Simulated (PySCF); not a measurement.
B(H)(Cl)(NMe2) (C2H7BClN), SMILES CN(C)BCl.

Geometry: PBE-D3(BJ)/def2-SVP. The structure was generated by enumeration, and PubChem lists no compound with its InChIKey, so it may never have been made. Other conformers were not sampled.

The numbers are results of PBE-D3(BJ)/def2-SVP in PySCF 2.14.0, not measurements.

Frequencies are harmonic and unscaled.

| mode | ν (cm⁻¹) | IR (km/mol) | moving atoms (share of kinetic energy) |
|---|---|---|---|
| 1 | 150 | 0.7 | H 54 %, B 14 %, N 12 %, C 11 %, Cl 10 % |
| 2 | 196 | 0.0 | H 90 % |
| 3 | 229 | 1.1 | C 36 %, Cl 30 %, H 18 %, B 8 % |
| 4 | 241 | 0.1 | H 73 %, B 21 % |
| 5 | 340 | 4.9 | N 50 %, H 38 % |
| 6 | 362 | 5.2 | C 40 %, H 27 %, Cl 24 % |
| 7 | 449 | 2.4 | C 32 %, H 27 %, N 18 %, Cl 13 %, B 10 % |
| 8 | 776 | 36.1 | B 59 %, C 17 %, H 13 %, Cl 11 % |
| 9 | 791 | 8.4 | H 66 %, B 31 % |
| 10 | 877 | 7.7 | H 34 %, C 33 %, B 24 % |
| 11 | 1037 | 7.7 | H 74 %, C 14 % |
| 12 | 1040 | 2.5 | H 70 %, C 27 % |
| 13 | 1074 | 0.0 | H 80 %, C 20 % |
| 14 | 1124 | 123.0 | H 56 %, B 25 %, C 17 % |
| 15 | 1133 | 0.8 | H 67 %, C 20 %, N 13 % |
| 16 | 1226 | 67.5 | N 60 %, C 23 %, H 15 % |
| 17 | 1371 | 0.5 | H 86 %, C 14 % |
| 18 | 1390 | 44.5 | H 67 %, C 21 %, N 8 % |
| 19 | 1403 | 24.7 | H 81 % |
| 20 | 1405 | 1.5 | H 97 % |
| 21 | 1418 | 21.9 | H 96 % |
| 22 | 1420 | 15.9 | H 97 % |
| 23 | 1509 | 140.8 | N 41 %, H 39 %, B 20 % |
| 24 | 2583 | 106.4 | H 91 %, B 9 % |
| 25 | 2936 | 41.3 | H 97 % |
| 26 | 2942 | 75.7 | H 97 % |
| 27 | 2999 | 48.0 | H 91 %, C 9 % |
| 28 | 3007 | 7.7 | H 90 %, C 10 % |
| 29 | 3090 | 6.6 | H 91 %, C 9 % |
| 30 | 3096 | 2.8 | H 91 %, C 9 % |
